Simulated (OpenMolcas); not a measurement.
Ag IV: effect of the basis set

```json
{
  "Program": "OpenMolcas",
  "Method": "SS-CASPT2, IPEA 0.25 Eh, imaginary shift 0.1 Eh (closed shells correlated: 4s 4p)",
  "Active space": "8 electrons in 10 orbitals (4d 5d)",
  "State averaging": "2S+1 = 3 even, 10 roots; 2S+1 = 1 even, 15 roots",
  "Spin-orbit coupling": "RASSI with atomic mean-field integrals over the reference wave functions, term energies averaged over their components"
}
```

A. ANO-R2 [7s5p4d2f1g], X2C, finite nucleus; CASPT2 step roughly 13 core-minutes
B. ANO-RCC-VTZP [7s6p4d2f1g], DKH2, point nucleus; CASPT2 step of the order of 9 core-minutes
C. ANO-RCC-VQZP [8s7p5d3f2g1h], DKH2, point nucleus; CASPT2 step roughly 7 core-minutes

Energies in eV above 4d8 3F4, the measured ground level; measured values from the list in Gamrath, thesis, University of Mons (2023).

```json
{"Level": "4d8 3F4", "A": "0.0000", "B": "0.0000", "C": "0.0000", "Measured": "0.0000"}
{"Level": "4d8 3F3", "A": "0.496", "B": "0.495", "C": "0.504", "Measured": "0.5173"}
{"Level": "4d8 3F2", "A": "0.695", "B": "0.699", "C": "0.706", "Measured": "0.7228"}
{"Level": "4d8 3P2 [53 %]", "A": "1.470", "B": "1.502", "C": "1.502", "Measured": ""}
{"Level": "4d8 3P1", "A": "1.986", "B": "2.026", "C": "2.037", "Measured": "1.9713"}
{"Level": "4d8 3P0", "A": "2.012", "B": "2.053", "C": "2.061", "Measured": "1.9952"}
{"Level": "4d8 1G4", "A": "2.598", "B": "2.642", "C": "2.620", "Measured": "2.5504"}
{"Level": "4d8 1S0", "A": "5.946", "B": "6.015", "C": "5.977", "Measured": "5.8444"}
```

Deviations, from unrounded energies. A percentage is the sum of absolute deviations over the sum of measured energies, with the sign that they share, or ± where signs differ.

```
                        Against measurement  Levels     A     B     C
             mean absolute deviation (cm-1)       6   310   570   490
      fine structure of the ground term (%)       2  -4.0  -3.7  -2.4
other terms of the ground configuration (%)       4  +1.5  +3.0  +2.7
```

A lies closest to measurement on these levels and B furthest from it. The largest miss of A in the table is 4d8 1S0, by +820 cm-1. The ranking rests on the paired levels alone, and a cruder setting can come out closer through cancelling errors.

The two smallest mean deviations differ by little beside CASPT2's spread within terms, so their order carries little weight.

Among A to C the level of the table that moves most is 4d8 1S0, by 560 cm-1 (lowest in A, highest in B). Moves below CASPT2's spread within the term are not significant.

Term energies are means over components that CASPT2 splits; among the terms shown or strongly mixed into the levels shown the widest spread is 750 cm-1 (4d8 1G, A). Active for correlation alone: 5d; no level in the range computed is led by a configuration that fills it, so any true level of that kind is missing. Computed and measured levels are paired by configuration, term and J; levels that our copy of the source lacks, or whose pairing is in doubt (as where it misses far off the trend of its configuration), stay unpaired and out of the deviations. Only configurations of the active space appear. Levels that lie high or do not pair safely by name in every column are left out.

A share in square brackets marks a mixed level and gives the weight of the term that names it, the lowest over the columns.
